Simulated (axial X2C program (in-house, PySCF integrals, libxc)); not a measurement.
# BeI: from the spin-free to the two-component result

All values were computed with an axial X2C code built on PySCF integrals. Spin-free means the one-electron spin-free X2C Hamiltonian; two-component (2c) means X2C with spin–orbit coupling and atomic mean-field two-electron Coulomb and Gaunt terms, so the difference of the two also holds small scalar two-electron terms. Basis: I dyall-cv3z [11s12p8d4f1g], Be dyall-cv3z [8s8p3d1f] (cores contracted in-house); Gaussian nuclei, density fitting, unrestricted open shells. Masses: I 126.904 u, Be 9.012 u.

Spin-free state: M_S = 1/2, Λ = 0 (beyond evenly filled blocks: σα); fragments I + Be.

```tsv
level	Re (Å)	ωe (cm⁻¹)	De (eV)	μ (D)
PBE0	2.180	611.6	2.917	0.59
HF	2.201	611.9	2.353	1.05
MP2	2.183	625.3	2.814	n/a
B97-3	2.185	605.7	2.711	0.52
```

Correlated methods: 9 electrons correlated (number of frozen shells: I 4 s, 3 p, 2 d; Be 1 s), 225 virtual spin orbitals or spinors in MP2.

Dipoles are positive if Be is the positive end.

Two-component determinant lowest at the distance of the search:

Ω = 1/2 (⟨Sz⟩ = 0.50, ⟨Lz⟩ = 0.00 at HF); fragments I + Be.

```
level  Re (Å)  ωe (cm⁻¹)  De (eV)  μ (D)
 PBE0   2.183      607.3    2.652   0.57
   HF   2.204      608.3    2.049   1.03
  MP2   2.186      622.0    2.534    n/a
B97-3   2.188      600.9    2.435   0.49
```

(1) From the two tables, how do the constants change at the MP2 level (2c against spin-free)?

One determinant describes the state; a PBE0 search over occupations chose it and may have missed a lower one. De is counted from the lowest determinant-based energies of the atoms at the same level, without counterpoise correction. Density functionals use the spin component along the axis (collinear). Without a current term, density functionals place determinants with orbital angular momentum somewhat too high.

## Answers

(1) At the MP2 level Re goes up by 0.003 Å and ωe goes down by 3.3 cm⁻¹; De changes by -0.280 eV.
